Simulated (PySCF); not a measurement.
The calculation used delta-SCF UKS SCAN, pcX-2 on the ionised atom, pcseg-1 elsewhere, spin-free X2C (PySCF). Geometries: PBE0-D3(BJ)/def2-SVP; isolated species, one conformer each. Kα1 is taken as the energy difference of the 1s-hole and 2p3/2-hole states at the ground state's geometry. Spin–orbit coupling isn't in the SCF: each 2p doublet comes from a relaxed spin-free hole plus a matrix of the shell (mean-field spin–orbit coupling and the ground-state 2p splitting), with 2p3/2 averaged over its two sublevels.

```
                                                               site  Si 2p3/2 (eV)
                         silicon in `C#C[C@@H]1C[Si@H](N)C[C@@H]1C`         106.26
Si7 in `[CH3:1]/[N:2]=[CH:3]/[Si@H:4]1[CH2:5][CH2:6][SiH2:7][O:8]1`         107.05
 Si5 in `[CH3:1][C:2](=[O:3])[NH:4][SiH:5]1[CH2:6][SiH2:7][CH2:8]1`         106.72
                              silicon in `C1C(=C)/C(C1)=C/C[SiH2]N`         106.46
```

Task: What are the Si 1s binding energies, and the Kα1 emission energies that follow?

Result: 
| site | bonded to | 1s (eV) | 2p3/2 (eV) | Kα1 = 1s − 2p3/2 (eV) |
| --- | --- | --- | --- | --- |
| silicon in `C#C[C@@H]1C[Si@H](N)C[C@@H]1C` | N, 2 C and H | 1846.12 | 106.26 | 1739.86 |
| silicon in `C1C(=C)/C(C1)=C/C[SiH2]N` | N, C and 2 H | 1846.32 | 106.46 | 1739.86 |
| Si5 in `[CH3:1][C:2](=[O:3])[NH:4][SiH:5]1[CH2:6][SiH2:7][CH2:8]1` | N, 2 C and H | 1846.63 | 106.72 | 1739.91 |
| Si7 in `[CH3:1]/[N:2]=[CH:3]/[Si@H:4]1[CH2:5][CH2:6][SiH2:7][O:8]1` | O, C and 2 H | 1846.93 | 107.05 | 1739.88 |

Ranges: 1s 0.81 eV, 2p3/2 0.79 eV, Kα1 0.05 eV.
